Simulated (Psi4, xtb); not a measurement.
Intermolecular potential of Cl2Zn ··· C2H4 (SMILES [Cl][Zn][Cl] and C=C). Monomers: optimised at B3LYP-D3(BJ) (def2-TZVP), held rigid. Orientation: lowest of the rigid-body minima from ten starts at GFN2-xTB. R is the distance of the centres of mass, along which the second monomer moves.

PBE-D3(BJ)/def2-TZVP, counterpoise-corrected (Psi4); GFN1-xTB (xtb); wB97M-V/def2-TZVP, counterpoise-corrected (Psi4).

Interaction energies in kcal/mol:

| R / Å | PBE-D3(BJ)/def2-TZVP | GFN1-xTB |
|---|---|---|
| 2.40 | -1.36 | 2.74 |
| 2.55 | -4.05 | -0.39 |
| 2.79 | -5.62 | -3.17 |
| 2.99 | -5.64 | -4.16 |
| 3.19 | -5.15 | -4.41 |
| 3.53 | -3.98 | -3.90 |
| 3.80 | -3.09 | -3.14 |
| 4.33 | -1.79 | -1.72 |
| 5.00 | -0.87 | -0.70 |
| 5.99 | -0.32 | -0.20 |
| 7.26 | -0.10 | -0.06 |

**Question.** Estimate the wB97M-V/def2-TZVP values at these points.

**Answer.** 2.40: -2.37; 2.55: -4.79; 2.79: -6.03; 2.99: -5.84; 3.19: -5.19; 3.53: -3.86; 3.80: -2.91; 4.33: -1.63; 5.00: -0.80; 5.99: -0.31; 7.26: -0.11 (kcal/mol).
